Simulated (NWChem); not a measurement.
System: GeHOClF₂; SMILES [OH][Ge]([F])([F])[Cl]

```xyz
6

O      1.6694    -0.7799     0.0040
Ge     0.0177    -0.2455     0.0001
F     -0.8290    -0.8719     1.3546
F     -0.8225    -0.8726    -1.3582
Cl    -0.0481     1.8552    -0.0003
H      1.7592    -1.7414     0.0023
```
Atoms are numbered in this order, from 1.

Computed with NWChem. Geometry: optimised at PBE0/def2-SVP.

For level MPW1K/def2-SVP:

```
Item                         Result
---------------------------  ------
highest occupied level (eV)  -11.24
orbital gap (eV)              10.78
```

Q: Estimate the same quantities for level revPBE/def2-SVP.

A: 
- highest occupied level (eV): -8.18
- orbital gap (eV): 6.10
